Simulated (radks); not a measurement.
The numbers below are computed, except where a source is named.
Question: Tl III, configuration [Xe] 4f14 5d9 6s1 6p1 (not the ground configuration). Level of theory: Dirac Kohn-Sham, PBE, spin-unpolarised, spherical densities, point nucleus; open shells fill j = l - 1/2 first (a radial shooting solver on a logarithmic mesh with Libxc functionals). Some entries of the table are withheld. Estimate them.

orbital,occ.,eigenvalue (eV),<r> (bohr),r(max) (bohr)
1s1/2,2,-85513.88,0.01631,0.01002
2s1/2,2,-15231.59,0.06805,0.05834
2p1/2,2,-14619.15,0.05589,0.04279
2p3/2,4,-12553.14,0.06469,0.05039
3s1/2,2,-3653.014,0.1770,0.1642
3p1/2,2,-3377.462,0.1674,(1)
3p3/2,4,-2918.134,0.1835,(2)
3d3/2,4,-2464.672,0.1595,0.1309
3d5/2,6,-2366.605,0.1644,0.1351
4s1/2,2,(3),0.3914,0.3694
4p1/2,2,-714.8247,0.3931,0.3672
4p3/2,4,-603.1497,0.4274,0.3985
4d3/2,4,-409.8932,0.4333,0.3903
4d5/2,6,-389.0626,0.4444,0.3998
5s1/2,2,-153.7386,0.8760,0.8084
4f5/2,6,-139.6093,(4),0.3558
4f7/2,8,-135.0082,(5),0.3603
5p1/2,2,-113.8501,0.9383,0.8495
5p3/2,4,-93.4359,1.030,0.9268
5d3/2,4,-38.6555,1.305,1.086
5d5/2,5,-36.2873,1.350,1.118
6s1/2,1,-27.5314,2.211,1.959
6p1/2,1,-19.1412,2.616,2.273
6p3/2,0,-16.9511,2.877,2.512

Answer: 
(1) 3p1/2 r(max) (bohr): 0.1530
(2) 3p3/2 r(max) (bohr): 0.1684
(3) 4s1/2 eigenvalue (eV): -833.4533
(4) 4f5/2 <r> (bohr): 0.4643
(5) 4f7/2 <r> (bohr): 0.4708
